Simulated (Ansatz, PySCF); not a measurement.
C2H9ClOSi2, SMILES C[SiH2]O[Si@@H](C)Cl.

Geometry: ωB97X-D3(BJ)/def2-SVP. The structure was generated by enumeration; whether it is a known compound was not checked. The values are those of a single conformer.

Vertical ionisation energy (IE) and electron affinity (EA) in eV. Rows of orbital energies are one-electron estimates. Where ΔSCF, EOM or ADC give a negative EA the extra electron is unbound and the value depends on the basis.

| level | IE | EA |
|---|---|---|
| −ε(HOMO), −ε(LUMO), M06-2X/def2-TZVP (PySCF) | 9.69 | -1.26 |
| −ε(HOMO), −ε(LUMO), PBE/def2-TZVP (PySCF) | 7.02 | 0.38 |
| ΔSCF, CAM-B3LYP/def2-SVPD (Ansatz), final states of multiplicity 2 and 2 | 10.52 | -1.62 |
| ΔSCF, PBE/def2-SVPD (Ansatz), final states of multiplicity 2 and 2 | 9.57 | -1.26 |

Question: What vertical singlet–triplet gap does ΔSCF give with CAM-B3LYP/def2-SVPD (Ansatz, a program for electronic structure) and with PBE/def2-SVPD (Ansatz)? (The exact figures need the calculation; the answer reports its results.)

Answer: 7.74 and 6.51 eV (triplet above singlet where positive).
